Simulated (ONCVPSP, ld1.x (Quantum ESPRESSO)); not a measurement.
**Potentials for arsenic (As) compared**

Generated with ld1.x 7.5 (TM, RRKJ, ultrasoft, PAW), atompaw 4.2 or ONCVPSP 4.0.1. The cutoff is in Ry: for ld1.x and atompaw files where the sum of valence levels is converged to 10 mRy in a Bessel basis, for ONCV files where the hardest occupied wave has 1 mHa per electron of residual kinetic energy. The error is the largest all-electron minus pseudo excitation energy over each file’s own four to seven test configurations (ionisations up to +4, promotions, holes and added fractions of an electron), all of which were solved. The labels leave out finer settings (local radius, basis sizes, second energies), which also bear on the numbers. Spin-polarised tests are not counted. The rows are a selection from randomly drawn settings: files with unsolved tests, undetermined cutoffs or missed reference levels are left out.

| potential | cutoff (Ry) | largest error (meV) | bound ghosts |
| --- | --- | --- | --- |
| ONCV, PBE, scalar-relativistic, rc 0.80/1.15/0.65 (spd), local d, core correction no, reference 3s2 3p6 3d10 4s2 4p3, qcut 11.7/13.3/22.4, projectors 2/3/0 | 440 | -3.7 | none |
| ONCV, PBE, scalar-relativistic, rc 0.85/0.95/0.60/0.80 (spdf), local smoothed, core correction yes, reference 3s2 3p6 3d10 4s2, qcut 14.1/17.1/17.4/15.6, projectors 2/2/1/2 | 1194 | -47 | none |
| ONCV, PBE, scalar-relativistic, rc 1.50/1.95 (sp), local smoothed, core correction yes, reference 4s2 4p3, qcut 3.7/4.1, projectors 2/2 | 49 | -113 | none |
| TM, PBE, fully relativistic, rc 1.75/1.65 (sp), local smoothed, core correction yes, reference 4s2 4p3 | 25 | -277 | none |
| ONCV, PBE, scalar-relativistic, rc 1.70/2.00/2.15 (spd), local smoothed, core correction yes, reference 4s1 4p4, qcut 3.1/3.7/4, projectors 3/1/2 | 55 | +82 | none |

Q: Fill in the row for As: ONCV, PBE, scalar-relativistic, rc 0.90/1.10/0.75 (spd), local smoothed, core correction no, reference 3s2 3p6 3d10 4s2 4p2, qcut 11.8/14.7/17.6, projectors 2/2/2.

A: cutoff 288 Ry, largest error -168 meV, bound ghosts: none.

Q: Fill in the row for As: ONCV, LDA (Perdew-Zunger), scalar-relativistic, rc 1.70/1.60 (sp), local smoothed, core correction yes, reference 4s2 4p1, qcut 3.7/4.9, projectors 2/2.

A: cutoff 61 Ry, largest error +31 meV, bound ghosts: none.
